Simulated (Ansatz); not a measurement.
Geometry optimisation, Ansatz, RKS PBE0-D4/def2-SVP.

input.yaml

```yaml
crystal:
  periodic: [false, false, false]
  atoms:
    - { symbol: B, position_ang: [0.006335, -0.278003, -0.299937] }
    - { symbol: F, position_ang: [-0.134611, -0.80656, 0.927611] }
    - { symbol: "N", position_ang: [1.314365, -0.079785, -0.795138] }
    - { symbol: H, position_ang: [2.087191, -0.015, -0.147659] }
    - { symbol: H, position_ang: [1.478217, 0.442998, -1.64574] }
    - { symbol: "N", position_ang: [-1.173552, -0.0807, -1.060798] }
    - { symbol: H, position_ang: [-2.069652, -0.418428, -0.737107] }
    - { symbol: H, position_ang: [-1.174863, 0.24622, -2.015289] }
    - { symbol: O, position_ang: [-0.238301, 1.890374, 1.147681] }
    - { symbol: Si, position_ang: [-1.646867, 2.647159, 0.672176] }
    - { symbol: H, position_ang: [-2.842333, 1.747543, 0.752441] }
    - { symbol: H, position_ang: [-1.92652, 3.832374, 1.549762] }
    - { symbol: H, position_ang: [-1.452131, 3.13358, -0.726365] }
    - { symbol: H, position_ang: [-0.330279, 1.13133, 1.761861] }
basis:
  gaussian: { orbitals: def2-SVP }
hamiltonian:
  xc: pbe0
  dispersion: d4
relax:
  f_tol: 0.03
  max_steps: 50
output:
  orbitals: {}
```

Run as:

```bash
$ ansatz run input.yaml --threads 4 --pin off --max-ram 5120MiB --backend cpu --events-out ev --progress --plain --runs-dir out
```

Q: Where does it end, and by what steps?

A: The forces met the threshold. The force dipped under the threshold on the way, but the program's further checks kept it going. After 21 steps the energy has fallen by 0.121 eV; O9 moved furthest, 0.72 Å.

| step | energy less start (eV) | largest force component (eV/Å) | accepted |
| --- | --- | --- | --- |
| 0 | 0.0000 | 0.796 | yes |
| 1 | -0.0409 | 0.326 | yes |
| 2 | -0.0583 | 0.298 | yes |
| 3 | -0.0731 | 0.786 | yes |
| 4 | -0.0891 | 0.249 | yes |
| 5 | -0.0997 | 0.244 | yes |
| 6 | -0.0894 | 0.517 | no |
| 7 | -0.1086 | 0.141 | yes |
| 8 | -0.1141 | 0.275 | yes |
| 9 | -0.1168 | 0.110 | yes |
| 10 | -0.1171 | 0.095 | yes |
| 11 | -0.1177 | 0.222 | yes |
| 12 | -0.1183 | 0.098 | yes |
| 13 | -0.1190 | 0.049 | yes |
| 14 | -0.1193 | 0.022 | yes |
| 15 | -0.1198 | 0.044 | yes |
| 16 | -0.1201 | 0.046 | yes |
| 17 | -0.1203 | 0.045 | yes |
| 18 | -0.1205 | 0.040 | yes |
| 19 | -0.1207 | 0.032 | yes |
| 20 | -0.1208 | 0.030 | yes |
| 21 | -0.1208 | 0.026 | yes |

```xyz
14
Properties=species:S:1:pos:R:3
B 0.109 -0.293 -0.367
F 0.069 -0.680 0.941
N 1.373 -0.070 -0.938
H 2.214 -0.123 -0.382
H 1.517 0.253 -1.883
N -1.134 -0.119 -1.007
H -1.999 -0.395 -0.565
H -1.242 0.214 -1.953
O -0.622 1.958 1.750
Si -1.721 2.707 0.757
H -2.993 1.927 0.608
H -2.035 4.013 1.403
H -1.186 2.987 -0.613
H -0.452 1.014 1.633
```

Whether the end is a true minimum wasn't checked by a vibrational analysis.

Run time: 36 s on 4 threads of AMD EPYC 9R14 (Zen 4), on a shared host, peak memory 0.34 GiB.
